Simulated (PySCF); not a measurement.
## Gallium: a sound run and one with changed settings

Sound run: Ga⁺ [Ar] 3d10 4s2, Ga²⁺ [Ar] 3d10 4s1. Calculation: PySCF 2.14, in Sapporo-DKH3-DZP-2012; the spin-free X2C one-electron Hamiltonian (Gaussian nucleus). The sound run starts from symmetry-adapted Hartree-Fock orbitals and uses a fine grid where one is needed.

Changed run: radial step 0.5 in ln r (0.13 in the sound run). This setting is unsound on purpose.

```
species  method  sound run (hartree)  changed run (hartree)  converged
    Ga⁺     UHF          -1941.92750            -1941.92750        yes
    Ga⁺    TPSS          -1943.55500            -1943.54204        yes
    Ga⁺    BP86          -1943.86799            -1943.85244        yes
   Ga²⁺     UHF          -1941.23783            -1941.23783        yes
   Ga²⁺    TPSS          -1942.80183            -1942.79063        yes
   Ga²⁺    BP86          -1943.09907            -1943.08329        yes
```

Ionisation energy of Ga⁺:

```
method  sound run (eV)  changed run (eV)
   UHF          18.767            18.767
  TPSS          20.495            20.447
  BP86          20.924            20.930
```

A coarse radial grid mis-integrates the density and the exchange-correlation energy, with errors of either sign; Hartree-Fock needs no grid.

For comparison, NIST gives 20.515 eV between the lowest levels.
